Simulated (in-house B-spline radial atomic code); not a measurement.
A run on the dysprosium ion Dy³⁺ (an excited or competing configuration) that did not converge. Method: scalar-relativistic (X2C) wB97X, spin-polarised, spherical fractional occupations, Fermi nucleus of rms radius 5.2218 fm; computed with a B-spline radial code for spherical atoms. In the input, 2p2,3 would mean two up and three down electrons.

Command:
```bash
python run_scf.py task.json out
```
Settings (nuclear radius in fm, mass in u):
```
Z                66
configuration    1s2 2s2 2p6 3s2 3p6 3d10 4s2 4p6 4d10 4f2,7 5s2 5p2,3 6d1,0
hamiltonian      x2c
method           wb97x
spin_polarised   True
nucleus          fermi
rms_radius       5.2218
atomic_mass      163.92918
speed_of_light   137.035999084
```

First and last ten iterations of the last attempt (damped for 15 steps, keeping 80 % of the old Fock matrix, then DIIS):
```
 iter        energy (Eh)    residual
    1      -12100.770073    8.31e-01
    2      -12118.978377    1.43e+00
    3      -12136.005487    9.04e-01
    4      -12145.158273    5.57e-01
    5      -12149.803034    3.73e-01
    6      -12152.024960    2.49e-01
    7      -12153.035168    1.83e-01
    8      -12153.480761    1.32e-01
    9      -12153.678700    9.58e-02
   10      -12153.770338    6.95e-02
  111      -12153.873148    1.08e-05
  112      -12153.873148    1.19e-05
  113      -12153.873148    3.20e-05
  114      -12153.873148    1.08e-05
  115      -12153.873148    1.37e-05
  116      -12153.873148    1.41e-05
  117      -12153.873148    2.39e-05
  118      -12153.873148    2.56e-05
  119      -12153.873148    2.07e-05
  120      -12153.873148    1.55e-05
 not converged after 120 iterations
```

The smallest residual met was 5.3e-06; the threshold is about 7e-07. Over the last five steps the energy moves by less than 1e-08 hartree, but the orbitals didn't meet the threshold. Run time, properties included: 44 s on 1 thread of Arm Neoverse V1, on a shared host.
